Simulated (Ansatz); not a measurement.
A nudged elastic band was laid between two geometries of C₂H₃F₂NSi (9 atoms, charge 0, multiplicity 1).

Method: RKS PBE0/def2-SVP (Ansatz).

```yaml
movable_images: 7
climbing_image: yes
spring: 5.0 eV/Å²
optimiser: quadratic models (default)
start_path: through a guess of the saddle point
force_threshold: 0.05 eV/Å
iteration_limit: 60
end_points: relaxed
```

First end point:

```xyz
9
Properties=species:S:1:pos:R:3
C -1.336 -1.229 1.343
C -0.592 -0.737 0.379
N 0.086 -0.329 -0.543
Si 1.109 0.948 -1.042
F 1.145 2.153 0.025
F 0.494 1.554 -2.395
H -2.395 -0.972 1.400
H -0.895 -1.889 2.093
H 2.473 0.454 -1.278
```

Last end point:

```xyz
9
Properties=species:S:1:pos:R:3
C -1.027 -0.968 0.993
C -0.008 -0.762 0.208
N 0.917 -0.437 -0.542
Si 1.103 1.655 -1.215
F 0.934 2.119 0.361
F -0.498 1.605 -1.621
H -1.999 -1.228 0.568
H -0.910 -0.875 2.075
H 1.578 -1.156 -0.844
```

(1) What changes between the two ends?

(2) Give the energies along the band, and the barrier.

(3) What is the geometry of the highest image?

Answers

(1) Bonds broken: Si4–H9. Bonds formed: N3–H9.

(2) It converged. The highest image is number 4 of 0 to 8, 309.7 kJ/mol above the first end and 152.1 kJ/mol above the last; the last end lies 157.6 kJ/mol above the first. The profile has 2 maxima (images 1, 4) with wells between them (image 2): this band takes more than one step, which may be the mechanism or a detour left from its start path. A structure lower than the last end lies on the path between it and the top, so the climb from that side starts below the end, which may itself be a saddle point or a shallow side well. Neighbouring images differ by up to 2.9 eV, so the band resolves the path poorly. A vibrational analysis at the climbing image gives one clearly imaginary mode, 1457i cm⁻¹: a first-order saddle point. The orbitals stay closed-shell, which can raise the energy where a bond breaks towards radicals; this wasn't checked here.

| image | path coordinate (Å) | energy (kJ/mol) | Si4–H9 (Å) | N3–H9 (Å) |
| --- | --- | --- | --- | --- |
| 0 | 0.00 | 0.0 | 1.47 | 2.62 |
| 1 | 1.14 | 3.8 | 1.47 | 2.64 |
| 2 | 2.29 | 2.2 | 1.47 | 2.71 |
| 3 | 3.43 | 27.7 | 1.46 | 2.39 |
| 4 | 4.58 | 309.7 | 1.68 | 1.33 |
| 5 | 5.69 | 163.9 | 2.64 | 1.02 |
| 6 | 6.80 | 155.8 | 2.84 | 1.02 |
| 7 | 7.92 | 156.7 | 2.85 | 1.02 |
| 8 | 9.04 | 157.6 | 2.88 | 1.02 |

(3) 
```xyz
9
Properties=species:S:1:pos:R:3
C -1.180 -1.251 1.266
C -0.549 -0.640 0.293
N 0.076 -0.100 -0.619
Si 1.370 1.199 -1.030
F 1.219 2.370 0.088
F 0.752 1.856 -2.379
H -2.220 -1.561 1.138
H -0.678 -1.438 2.219
H 1.297 -0.482 -0.995
```

Time of the run: 16 min on 2 threads of Arm Neoverse V1 (shared host), peak memory 0.23 GiB.
